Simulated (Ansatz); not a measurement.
A run on `[CH3][Al-]([SH2+])([Cl])[Cl]` with other settings.

```yaml
crystal:
  periodic: [false, false, false]
  atoms:
    - {symbol: C, position_ang: [-1.271563, 0.168988, 0.679157]}
    - {symbol: Al, position_ang: [-0.154446, 0.323167, -0.901000]}
    - {symbol: S, position_ang: [2.080026, -0.591361, -0.200029]}
    - {symbol: Cl, position_ang: [-0.458908, -1.043470, -2.494801]}
    - {symbol: Cl, position_ang: [0.576012, 2.239216, -1.447437]}
    - {symbol: H, position_ang: [-1.384839, -0.870715, 0.999059]}
    - {symbol: H, position_ang: [-0.876892, 0.748335, 1.518582]}
    - {symbol: H, position_ang: [-2.274952, 0.551404, 0.467883]}
    - {symbol: H, position_ang: [1.639075, -1.688206, 0.441888]}
    - {symbol: H, position_ang: [2.209587, 0.111444, 0.939599]}
basis:
  gaussian: {orbitals: def2-SVPD, nuclear_model: gaussian}
magnetization: {spin_polarized: true, initial_magnetization: 0}
hamiltonian: {xc: {name: B2GP-PLYP}}
output: {forces: true}
```

```sh
$ ansatz run in.yaml --threads 4 --pin off --events-out ev --progress --plain --max-ram 10444MiB
```

It prints (some lines left out):

```
Functional definition: B2GP-PLYP
1548 factors; integrals over basis functions are off by at most 1.2e-3 eV
mean field evaluation 1: about -43555.1591 eV, gradient 2.5e1 eV
mean field evaluation 2: about -43555.1762 eV, gradient 2.5e1 eV
mean field evaluation 4: about -43558.3890 eV, gradient 1.4e0 eV
mean field evaluation 8: about -43558.4057 eV, gradient 2.9e-2 eV
mean field evaluation 16: about -43558.4057 eV, gradient 1.6e-5 eV
mean field -43558.40566494 eV, -1600.7418832387 hartree, gradient 3.4e-6 eV, S^2 0.000000; 0 other end points of the search recorded, 0 dependent functions left out
21 core orbitals not correlated: weight in the atoms' cores, before any rotation towards them, 1.000 or more for the frozen orbitals, at most 0.000 for the correlated occupied ones
reference -43558.40581270 eV, -1600.7418886689 hartree; 16, 16 occupied and 128, 128 virtual orbitals, 1548 factors
second order -21.02866329 eV of doubles, -0.00000000 eV of singles
Total energy: -43565.97613149 eV, -1601.0200927529 hartree
Atom 0 at    -1.271563     0.168988     0.679157 Å, force     0.076335     0.012350    -0.111938 eV/Å
Atom 1 at    -0.154446     0.323167    -0.901000 Å, force    -0.113565    -0.029820     0.204154 eV/Å
Atom 2 at     2.080026    -0.591361    -0.200029 Å, force     0.094865    -0.030101    -0.001822 eV/Å
Atom 3 at    -0.458908    -1.043470    -2.494801 Å, force    -0.063515    -0.233260    -0.281506 eV/Å
Atom 4 at     0.576012     2.239216    -1.447437 Å, force     0.114482     0.339712    -0.100877 eV/Å
Atom 5 at    -1.384839    -0.870715     0.999059 Å, force    -0.031832    -0.174389     0.071021 eV/Å
Atom 6 at    -0.876892     0.748335     1.518582 Å, force     0.053951     0.095366     0.156642 eV/Å
Atom 7 at    -2.274952     0.551404     0.467883 Å, force    -0.170164     0.057728    -0.013916 eV/Å
Atom 8 at     1.639075    -1.688206     0.441888 Å, force    -0.004525    -0.099939     0.016052 eV/Å
Atom 9 at     2.209587     0.111444     0.939599 Å, force     0.043969     0.062352     0.062190 eV/Å
Dipole moment:     0.477040    -0.410703     0.855748 e Å
```

Run time 8 s (4 threads of an Intel Xeon 6975P-C on a shared host); peak host memory 0.97 GiB.
